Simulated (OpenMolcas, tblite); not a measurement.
# CH3F2Si (SMILES C[Si](F)F): the vertical electron affinity, rung by rung

CH3F2Si: 7 atoms, total charge 0, spin state doublet. As SMILES, `C[Si](F)F`. The coordinates come from a PBE0-D4/def2-TZVP relaxation.

```xyz
7

C    -0.2742    0.7290   -0.2180
Si    0.7851   -0.7904   -0.0455
F     1.0774   -1.0376    1.5058
F    -0.0509   -2.0568   -0.5460
H    -0.5392    0.8938   -1.2635
H     0.2527    1.6077    0.1573
H    -1.1898    0.5863    0.3642
```

Each level gives the vertical electron affinity (to the singlet anion) (eV). The values are calculated.

The electron affinity is E(neutral) − E(anion): positive where the electron is bound.

| level | kind | program | value (eV) | CPU time (all runs) |
| --- | --- | --- | --- | --- |
| IPEA1-xTB | semi-empirical | tblite | 6.54 | under 2 s |
| UHF/6-311+G** | Hartree–Fock | OpenMolcas | -0.12 | 37 s |
| USVWN5/6-311+G** | LDA | OpenMolcas | 1.17 | 73 s |
| UBLYP/6-311+G** | GGA | OpenMolcas | 0.95 | 97 s |
| UPBE/6-311+G** | GGA | OpenMolcas | 0.96 | 98 s |
| UTPSS/6-311+G** | meta-GGA | OpenMolcas | 0.88 | 2.1 min |
| UBHLYP/6-311+G** | global hybrid | OpenMolcas | 0.86 | 93 s |

Where it was recorded, the anion's HOMO is positive in USVWN5/6-311+G**, UBLYP/6-311+G**, UPBE/6-311+G**, UTPSS/6-311+G**, UBHLYP/6-311+G**: a fault of the level (basis or self-interaction), which says nothing on whether the real anion is bound. The values span -0.12 to 6.54 eV. The xTB values lack the empirical shift that such differences need. CPU times are rough (shared hosts, several kinds of processor and program).
